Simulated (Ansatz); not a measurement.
This geometry of CH$_{6}$FOPSi (11 atoms, charge 0, multiplicity 1) is a first-order saddle point.

The calculation used RKS PBE0-D4/def2-SVP in Ansatz 0.2.0.

```xyz
11
Properties=species:S:1:pos:R:3
C -1.671 1.064 -0.461
O -0.740 0.008 -0.457
Si 0.835 0.102 0.008
F 0.868 1.228 1.185
P 1.442 -1.878 0.609
H -2.683 0.638 -0.398
H -1.522 1.747 0.391
H -1.601 1.648 -1.396
H 1.806 0.572 -1.011
H 2.722 -2.367 0.326
H 0.610 -2.819 1.225
```

**Question.** Which two structures does it join? (They come from a converged band through this point; their orientation in space is the band's.)

**Answer.** No bond is made or broken. The height of P5 over the plane of its neighbours goes from -0.88 to 0.88 Å.

First end point:

```xyz
11
Properties=species:S:1:pos:R:3
C -1.553 0.907 -0.531
O -0.656 -0.094 -0.119
Si 0.934 0.137 0.249
F 1.039 1.089 1.564
P 1.903 -1.827 0.721
H -2.479 0.427 -0.880
H -1.807 1.587 0.300
H -1.145 1.511 -1.362
H 1.623 0.866 -0.853
H 1.450 -2.387 -0.513
H 0.756 -2.273 1.446
```

Last end point:

```xyz
11
Properties=species:S:1:pos:R:3
C -1.645 1.054 -0.505
O -0.843 -0.076 -0.268
Si 0.781 -0.064 0.001
F 1.088 0.743 1.381
P 1.394 -2.214 0.117
H -2.635 0.717 -0.845
H -1.778 1.652 0.413
H -1.217 1.708 -1.286
H 1.504 0.685 -1.067
H 2.658 -1.879 0.695
H 0.758 -2.382 1.386
```

**Question.** How far does it lie above each of them?

**Answer.** 22.4 kcal/mol above the first and 22.8 kcal/mol above the second. This is the barrier of this one path; another mechanism may lie lower.

Time of the run: 6.2 min on 2 threads of Intel(R) Xeon(R) 6975P-C (Granite Rapids), with other jobs on the host, peak memory 0.27 GiB.
